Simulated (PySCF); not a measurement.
C2H6Cl2Sn, SMILES [CH3][Sn]([CH3])([Cl])[Cl]. The structure is a stationary point at r2SCAN-D4/def2-SVP. The isomer is the one that the SMILES or the coordinates give; other isomers of the formula were not compared. The def2 effective core potentials stand for the cores of Sn; spin–orbit coupling is left out.

Computed equilibrium geometry at r2SCAN-D4/def2-SVP (PySCF confirms it by a frequency run) as bond lengths and angles:
Atoms: C1 Sn2 C3 Cl4 Cl5 H6 H7 H8 H9 H10 H11. Bonded distances (Å): C1–Sn2 2.139, C1–H6 1.099, C1–H7 1.099, C1–H8 1.099, Sn2–C3 2.139, Sn2–Cl4 2.365, Sn2–Cl5 2.365, C3–H9 1.099, C3–H10 1.099, C3–H11 1.099. Angles (°): Sn2–C1–H6 109.6, Sn2–C1–H7 108.2, Sn2–C1–H8 109.5, H6–C1–H7 109.7, H6–C1–H8 110.1, H7–C1–H8 109.7, C1–Sn2–C3 122.0, C1–Sn2–Cl4 106.9, C1–Sn2–Cl5 106.9, C3–Sn2–Cl4 106.9, C3–Sn2–Cl5 106.9, Cl4–Sn2–Cl5 106.1, Sn2–C3–H9 108.2, Sn2–C3–H10 109.5, Sn2–C3–H11 109.6, H9–C3–H10 109.7, H9–C3–H11 109.7, H10–C3–H11 110.1.
